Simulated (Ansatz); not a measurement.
Geometry optimisation of Sn(OtBu)2 (C8H18O2Sn).

```yaml
crystal:
  periodic: [false, false, false]
  atoms:
    - {symbol: Sn, position_ang: [0.020200, -0.704810, -2.089290]}
    - {symbol: O, position_ang: [1.722450, -0.331530, -1.082080]}
    - {symbol: C, position_ang: [2.741370, -0.014240, -0.172580]}
    - {symbol: C, position_ang: [3.100920, 1.468300, -0.320930]}
    - {symbol: C, position_ang: [2.257820, -0.287130, 1.254960]}
    - {symbol: C, position_ang: [3.968490, -0.879280, -0.482190]}
    - {symbol: H, position_ang: [3.895540, 1.742540, 0.367950]}
    - {symbol: H, position_ang: [3.426810, 1.664740, -1.339530]}
    - {symbol: H, position_ang: [2.220870, 2.073790, -0.116450]}
    - {symbol: H, position_ang: [1.371120, 0.309810, 1.452890]}
    - {symbol: H, position_ang: [3.030430, -0.041490, 1.978710]}
    - {symbol: H, position_ang: [1.991960, -1.337220, 1.352420]}
    - {symbol: H, position_ang: [4.295450, -0.697700, -1.503030]}
    - {symbol: H, position_ang: [3.706530, -1.930270, -0.385080]}
    - {symbol: H, position_ang: [4.783190, -0.649820, 0.199350]}
    - {symbol: O, position_ang: [-1.703880, -0.390960, -1.097460]}
    - {symbol: C, position_ang: [-2.737740, -0.109020, -0.193280]}
    - {symbol: C, position_ang: [-3.773970, -1.236810, -0.257600]}
    - {symbol: C, position_ang: [-2.167590, -0.006020, 1.224460]}
    - {symbol: C, position_ang: [-3.393460, 1.220050, -0.584680]}
    - {symbol: H, position_ang: [-4.599250, -1.040470, 0.421600]}
    - {symbol: H, position_ang: [-4.158320, -1.322190, -1.270980]}
    - {symbol: H, position_ang: [-3.302680, -2.178530, 0.014110]}
    - {symbol: H, position_ang: [-1.680910, -0.942560, 1.486580]}
    - {symbol: H, position_ang: [-2.953830, 0.207880, 1.943660]}
    - {symbol: H, position_ang: [-1.423670, 0.786450, 1.254390]}
    - {symbol: H, position_ang: [-3.782140, 1.151470, -1.597750]}
    - {symbol: H, position_ang: [-2.649100, 2.012470, -0.552520]}
    - {symbol: H, position_ang: [-4.206610, 1.462550, 0.094360]}
basis:
  gaussian: {orbitals: def2-SVP}
hamiltonian: {xc: r2scan, dispersion: d4}
scf: {lower_state_search: "off"}
output: {orbitals: {seedname: orbitals}}
relax: {f_tol: 0.03, max_steps: 70}
```

```sh
$ ansatz run in.yaml --threads 2 --pin off --events-out ev --progress --plain --max-ram 20480MiB --backend cuda --devices 0, --max-vram 18GiB
```

Output, abridged:

```
Functional definition: r2SCAN
mean field -18502.01562281 eV, -679.9365330215 hartree, gradient 9.3e-6 eV, S^2 0.000000; 0 other end points of the search recorded, 0 dependent functions left out
relax step   1: F+E_penalty+E_count = -18502.23669858 eV  Δ(F+E_penalty+E_count) = +0.000e0 eV  max|allowed force component| = 5.843e-1 eV/Å  Δτ_max = 0.0000 Å  (21 SCF iters, accepted)
mean field -18502.14876626 eV, -679.9414259532 hartree, gradient 2.1e-6 eV, S^2 0.000000; 0 other end points of the search recorded, 0 dependent functions left out
relax step   2: F+E_penalty+E_count = -18502.37397395 eV  Δ(F+E_penalty+E_count) = -1.373e-1 eV  max|allowed force component| = 2.858e-1 eV/Å  Δτ_max = 0.1614 Å  (21 SCF iters, accepted)
mean field -18502.18014550 eV, -679.9425791190 hartree, gradient 2.8e-6 eV, S^2 0.000000; 0 other end points of the search recorded, 0 dependent functions left out
relax step   3: F+E_penalty+E_count = -18502.41065653 eV  Δ(F+E_penalty+E_count) = -3.668e-2 eV  max|allowed force component| = 1.697e-1 eV/Å  Δτ_max = 0.1951 Å  (21 SCF iters, accepted)
mean field -18502.18691604 eV, -679.9428279317 hartree, gradient 3.8e-6 eV, S^2 0.000000; 0 other end points of the search recorded, 0 dependent functions left out
relax step   4: F+E_penalty+E_count = -18502.41820298 eV  Δ(F+E_penalty+E_count) = -7.546e-3 eV  max|allowed force component| = 7.928e-2 eV/Å  Δτ_max = 0.0558 Å  (21 SCF iters, accepted)
mean field -18502.19572702 eV, -679.9431517291 hartree, gradient 2.4e-6 eV, S^2 0.000000; 0 other end points of the search recorded, 0 dependent functions left out
relax step   5: F+E_penalty+E_count = -18502.42811345 eV  Δ(F+E_penalty+E_count) = -9.910e-3 eV  max|allowed force component| = 6.607e-2 eV/Å  Δτ_max = 0.1121 Å  (21 SCF iters, accepted)
mean field -18502.20337796 eV, -679.9434328961 hartree, gradient 2.8e-6 eV, S^2 0.000000; 0 other end points of the search recorded, 0 dependent functions left out
relax step   6: F+E_penalty+E_count = -18502.43753140 eV  Δ(F+E_penalty+E_count) = -9.418e-3 eV  max|allowed force component| = 9.715e-2 eV/Å  Δτ_max = 0.1967 Å  (19 SCF iters, accepted)
mean field -18502.21025063 eV, -679.9436854622 hartree, gradient 2.3e-6 eV, S^2 0.000000; 0 other end points of the search recorded, 0 dependent functions left out
relax step   7: F+E_penalty+E_count = -18502.44433446 eV  Δ(F+E_penalty+E_count) = -6.803e-3 eV  max|allowed force component| = 1.388e-1 eV/Å  Δτ_max = 0.1127 Å  (21 SCF iters, accepted)
mean field -18502.21901176 eV, -679.9440074278 hartree, gradient 2.8e-6 eV, S^2 0.000000; 0 other end points of the search recorded, 0 dependent functions left out
relax step   8: F+E_penalty+E_count = -18502.45425390 eV  Δ(F+E_penalty+E_count) = -9.919e-3 eV  max|allowed force component| = 2.070e-1 eV/Å  Δτ_max = 0.1956 Å  (20 SCF iters, accepted)
mean field -18502.22770535 eV, -679.9443269113 hartree, gradient 2.5e-6 eV, S^2 0.000000; 0 other end points of the search recorded, 0 dependent functions left out
relax step   9: F+E_penalty+E_count = -18502.46353453 eV  Δ(F+E_penalty+E_count) = -9.281e-3 eV  max|allowed force component| = 1.872e-1 eV/Å  Δτ_max = 0.1118 Å  (21 SCF iters, accepted)
mean field -18502.23547598 eV, -679.9446124768 hartree, gradient 3.2e-6 eV, S^2 0.000000; 0 other end points of the search recorded, 0 dependent functions left out
relax step  10: F+E_penalty+E_count = -18502.47306763 eV  Δ(F+E_penalty+E_count) = -9.533e-3 eV  max|allowed force component| = 1.907e-1 eV/Å  Δτ_max = 0.1854 Å  (21 SCF iters, accepted)
mean field -18502.24033871 eV, -679.9447911787 hartree, gradient 2.3e-6 eV, S^2 0.000000; 0 other end points of the search recorded, 0 dependent functions left out
relax step  11: F+E_penalty+E_count = -18502.47771098 eV  Δ(F+E_penalty+E_count) = -4.643e-3 eV  max|allowed force component| = 1.520e-1 eV/Å  Δτ_max = 0.0751 Å  (21 SCF iters, accepted)
mean field -18502.24541909 eV, -679.9449778790 hartree, gradient 2.4e-6 eV, S^2 0.000000; 0 other end points of the search recorded, 0 dependent functions left out
relax step  12: F+E_penalty+E_count = -18502.48309462 eV  Δ(F+E_penalty+E_count) = -5.384e-3 eV  max|allowed force component| = 8.466e-2 eV/Å  Δτ_max = 0.0937 Å  (21 SCF iters, accepted)
mean field -18502.24888072 eV, -679.9451050919 hartree, gradient 3.2e-6 eV, S^2 0.000000; 0 other end points of the search recorded, 0 dependent functions left out
relax step  13: F+E_penalty+E_count = -18502.48731486 eV  Δ(F+E_penalty+E_count) = -4.220e-3 eV  max|allowed force component| = 1.591e-1 eV/Å  Δτ_max = 0.1943 Å  (20 SCF iters, accepted)
mean field -18502.25341029 eV, -679.9452715503 hartree, gradient 2.1e-6 eV, S^2 0.000000; 0 other end points of the search recorded, 0 dependent functions left out
relax step  14: F+E_penalty+E_count = -18502.49221248 eV  Δ(F+E_penalty+E_count) = -4.898e-3 eV  max|allowed force component| = 1.160e-1 eV/Å  Δτ_max = 0.0422 Å  (22 SCF iters, accepted)
mean field -18502.26085604 eV, -679.9455451767 hartree, gradient 2.8e-6 eV, S^2 0.000000; 0 other end points of the search recorded, 0 dependent functions left out
relax step  15: F+E_penalty+E_count = -18502.50095515 eV  Δ(F+E_penalty+E_count) = -8.743e-3 eV  max|allowed force component| = 1.149e-1 eV/Å  Δτ_max = 0.1762 Å  (20 SCF iters, accepted)
mean field -18502.26756518 eV, -679.9457917329 hartree, gradient 2.8e-6 eV, S^2 0.000000; 0 other end points of the search recorded, 0 dependent functions left out
relax step  16: F+E_penalty+E_count = -18502.50888656 eV  Δ(F+E_penalty+E_count) = -7.931e-3 eV  max|allowed force component| = 1.274e-1 eV/Å  Δτ_max = 0.1959 Å  (20 SCF iters, accepted)
mean field -18502.27155175 eV, -679.9459382367 hartree, gradient 2.4e-6 eV, S^2 0.000000; 0 other end points of the search recorded, 0 dependent functions left out
relax step  17: F+E_penalty+E_count = -18502.51366420 eV  Δ(F+E_penalty+E_count) = -4.778e-3 eV  max|allowed force component| = 1.532e-1 eV/Å  Δτ_max = 0.1169 Å  (21 SCF iters, accepted)
mean field -18502.27714810 eV, -679.9461438987 hartree, gradient 2.2e-6 eV, S^2 0.000000; 0 other end points of the search recorded, 0 dependent functions left out
relax step  18: F+E_penalty+E_count = -18502.51966420 eV  Δ(F+E_penalty+E_count) = -6.000e-3 eV  max|allowed force component| = 1.388e-1 eV/Å  Δτ_max = 0.0892 Å  (21 SCF iters, accepted)
mean field -18502.28215888 eV, -679.9463280417 hartree, gradient 2.4e-6 eV, S^2 0.000000; 0 other end points of the search recorded, 0 dependent functions left out
relax step  19: F+E_penalty+E_count = -18502.52569884 eV  Δ(F+E_penalty+E_count) = -6.035e-3 eV  max|allowed force component| = 7.359e-2 eV/Å  Δτ_max = 0.1081 Å  (21 SCF iters, accepted)
mean field -18502.28420020 eV, -679.9464030588 hartree, gradient 2.2e-6 eV, S^2 0.000000; 0 other end points of the search recorded, 0 dependent functions left out
[...]
mean field -18502.29214675 eV, -679.9466950889 hartree, gradient 3.2e-6 eV, S^2 0.000000; 0 other end points of the search recorded, 0 dependent functions left out
relax step  25: F+E_penalty+E_count = -18502.53661145 eV  Δ(F+E_penalty+E_count) = -4.152e-3 eV  max|allowed force component| = 1.062e-1 eV/Å  Δτ_max = 0.1130 Å  (20 SCF iters, accepted)
mean field -18502.29581789 eV, -679.9468300009 hartree, gradient 2.3e-6 eV, S^2 0.000000; 0 other end points of the search recorded, 0 dependent functions left out
relax step  26: F+E_penalty+E_count = -18502.54067656 eV  Δ(F+E_penalty+E_count) = -4.065e-3 eV  max|allowed force component| = 1.172e-1 eV/Å  Δτ_max = 0.0518 Å  (22 SCF iters, accepted)
mean field -18502.30786935 eV, -679.9472728840 hartree, gradient 2.6e-6 eV, S^2 0.000000; 0 other end points of the search recorded, 0 dependent functions left out
relax step  27: F+E_penalty+E_count = -18502.55410312 eV  Δ(F+E_penalty+E_count) = -1.343e-2 eV  max|allowed force component| = 2.168e-1 eV/Å  Δτ_max = 0.1975 Å  (21 SCF iters, accepted)
mean field -18502.32177932 eV, -679.9477840657 hartree, gradient 2.9e-6 eV, S^2 0.000000; 0 other end points of the search recorded, 0 dependent functions left out
relax step  28: F+E_penalty+E_count = -18502.56878287 eV  Δ(F+E_penalty+E_count) = -1.468e-2 eV  max|allowed force component| = 2.688e-1 eV/Å  Δτ_max = 0.1035 Å  (21 SCF iters, accepted)
mean field -18502.36251600 eV, -679.9492811114 hartree, gradient 3.5e-6 eV, S^2 0.000000; 0 other end points of the search recorded, 0 dependent functions left out
relax step  29: F+E_penalty+E_count = -18502.61063091 eV  Δ(F+E_penalty+E_count) = -4.185e-2 eV  max|allowed force component| = 2.429e-1 eV/Å  Δτ_max = 0.1919 Å  (22 SCF iters, accepted)
mean field -18502.40605908 eV, -679.9508812898 hartree, gradient 3.3e-6 eV, S^2 0.000000; 0 other end points of the search recorded, 0 dependent functions left out
relax step  30: F+E_penalty+E_count = -18502.65499114 eV  Δ(F+E_penalty+E_count) = -4.436e-2 eV  max|allowed force component| = 5.095e-1 eV/Å  Δτ_max = 0.1944 Å  (22 SCF iters, accepted)
mean field -18502.45265700 eV, -679.9525937319 hartree, gradient 2.7e-6 eV, S^2 0.000000; 0 other end points of the search recorded, 0 dependent functions left out
relax step  31: F+E_penalty+E_count = -18502.70044130 eV  Δ(F+E_penalty+E_count) = -4.545e-2 eV  max|allowed force component| = 4.884e-1 eV/Å  Δτ_max = 0.1949 Å  (22 SCF iters, accepted)
mean field -18502.50026380 eV, -679.9543432494 hartree, gradient 1.7e-6 eV, S^2 0.000000; 0 other end points of the search recorded, 0 dependent functions left out
relax step  32: F+E_penalty+E_count = -18502.74458875 eV  Δ(F+E_penalty+E_count) = -4.415e-2 eV  max|allowed force component| = 4.312e-1 eV/Å  Δτ_max = 0.1949 Å  (22 SCF iters, accepted)
mean field -18502.52889557 eV, -679.9553954475 hartree, gradient 2.5e-6 eV, S^2 0.000000; 0 other end points of the search recorded, 0 dependent functions left out
relax step  33: F+E_penalty+E_count = -18502.77143887 eV  Δ(F+E_penalty+E_count) = -2.685e-2 eV  max|allowed force component| = 4.061e-1 eV/Å  Δτ_max = 0.1635 Å  (21 SCF iters, accepted)
mean field -18502.54504980 eV, -679.9559891048 hartree, gradient 2.3e-6 eV, S^2 0.000000; 0 other end points of the search recorded, 0 dependent functions left out
relax step  34: F+E_penalty+E_count = -18502.78565337 eV  Δ(F+E_penalty+E_count) = -1.421e-2 eV  max|allowed force component| = 1.871e-1 eV/Å  Δτ_max = 0.1397 Å  (21 SCF iters, accepted)
mean field -18502.54839799 eV, -679.9561121483 hartree, gradient 1.7e-6 eV, S^2 0.000000; 0 other end points of the search recorded, 0 dependent functions left out
relax step  35: F+E_penalty+E_count = -18502.78926736 eV  Δ(F+E_penalty+E_count) = -3.614e-3 eV  max|allowed force component| = 1.620e-1 eV/Å  Δτ_max = 0.0402 Å  (22 SCF iters, accepted)
mean field -18502.54953742 eV, -679.9561540215 hartree, gradient 2.0e-6 eV, S^2 0.000000; 0 other end points of the search recorded, 0 dependent functions left out
relax step  36: F+E_penalty+E_count = -18502.79033938 eV  Δ(F+E_penalty+E_count) = -1.072e-3 eV  max|allowed force component| = 7.034e-2 eV/Å  Δτ_max = 0.0157 Å  (23 SCF iters, accepted)
mean field -18502.54977893 eV, -679.9561628968 hartree, gradient 2.0e-6 eV, S^2 0.000000; 0 other end points of the search recorded, 0 dependent functions left out
relax step  37: F+E_penalty+E_count = -18502.79057387 eV  Δ(F+E_penalty+E_count) = -2.345e-4 eV  max|allowed force component| = 1.042e-2 eV/Å  Δτ_max = 0.0062 Å  (23 SCF iters, accepted)
Total energy: -18502.79058983 eV, -679.9650125344 hartree
Atom 0 at    -0.207249    -1.233891    -1.844425 Å, force    -0.005226     0.005038     0.008478 eV/Å
Atom 1 at     1.716525    -0.953273    -1.411510 Å, force     0.000987     0.000013    -0.000754 eV/Å
Atom 2 at     2.434232    -0.283849    -0.374020 Å, force     0.001578     0.002537     0.002415 eV/Å
Atom 3 at     2.067628     1.203291    -0.376268 Å, force     0.000077     0.000015    -0.001282 eV/Å
Atom 4 at     2.090133    -0.919152     0.976408 Å, force    -0.001644    -0.001370    -0.000405 eV/Å
Atom 5 at     3.916839    -0.473929    -0.697766 Å, force    -0.000810    -0.000012     0.000556 eV/Å
Atom 6 at     2.647746     1.756858     0.379895 Å, force     0.001097    -0.000274     0.000547 eV/Å
Atom 7 at     2.282329     1.641145    -1.364593 Å, force     0.000734     0.000117    -0.000160 eV/Å
Atom 8 at     0.995701     1.321980    -0.156391 Å, force    -0.000250    -0.000915    -0.000661 eV/Å
Atom 9 at     1.017874    -0.787670     1.187810 Å, force     0.000440    -0.000780    -0.000016 eV/Å
Atom 10 at     2.670733    -0.457843     1.791873 Å, force    -0.000232     0.000607    -0.001084 eV/Å
Atom 11 at     2.322482    -1.996217     0.954097 Å, force    -0.001219     0.000586    -0.000051 eV/Å
Atom 12 at     4.144851    -0.044601    -1.685675 Å, force     0.000283    -0.000265     0.000058 eV/Å
Atom 13 at     4.161912    -1.546926    -0.726976 Å, force    -0.000538    -0.000167    -0.000106 eV/Å
Atom 14 at     4.556017     0.014145     0.055506 Å, force    -0.000248    -0.000048     0.000947 eV/Å
Atom 15 at    -0.926973    -0.226527    -0.235276 Å, force    -0.001820    -0.004368    -0.010422 eV/Å
Atom 16 at    -2.263753     0.095644     0.120068 Å, force     0.001436     0.000826     0.000509 eV/Å
Atom 17 at    -3.227435    -1.029277    -0.275878 Å, force     0.002873    -0.002115    -0.001810 eV/Å
Atom 18 at    -2.276524     0.287009     1.638881 Å, force    -0.000207     0.000540     0.000130 eV/Å
Atom 19 at    -2.653707     1.400118    -0.584052 Å, force     0.000545     0.000639     0.000365 eV/Å
Atom 20 at    -4.256176    -0.814335     0.054925 Å, force    -0.000793     0.001027     0.002131 eV/Å
Atom 21 at    -3.253799    -1.162089    -1.371224 Å, force     0.002562     0.000243    -0.000047 eV/Å
Atom 22 at    -2.910919    -1.980332     0.183267 Å, force     0.000379    -0.000468     0.000330 eV/Å
Atom 23 at    -1.971554    -0.645835     2.138166 Å, force     0.000516     0.000189     0.000278 eV/Å
Atom 24 at    -3.277762     0.569693     2.002065 Å, force    -0.000011     0.000430     0.000109 eV/Å
Atom 25 at    -1.562229     1.075129     1.922321 Å, force     0.000809    -0.000802    -0.000556 eV/Å
Atom 26 at    -2.631778     1.264157    -1.678433 Å, force     0.000021     0.000517     0.000453 eV/Å
Atom 27 at    -1.939300     2.196298    -0.323652 Å, force     0.000114    -0.000855    -0.000738 eV/Å
Atom 28 at    -3.665840     1.730281    -0.299129 Å, force    -0.001453    -0.000885     0.000784 eV/Å
Dipole moment:    -0.393518    -0.014224    -0.048087 e Å
Checks for a lower state left out: stability, starts, cluster_reference, orbital_swaps, neighbouring_geometries, increment
```

It took 81 s on 2 threads of AMD EPYC 7R13 on a shared host and a share (18 GiB) of an NVIDIA H100 80GB HBM3, peak host memory 0.92 GiB.

In the def2 sets Sn takes a core potential; there is no spin–orbit coupling.
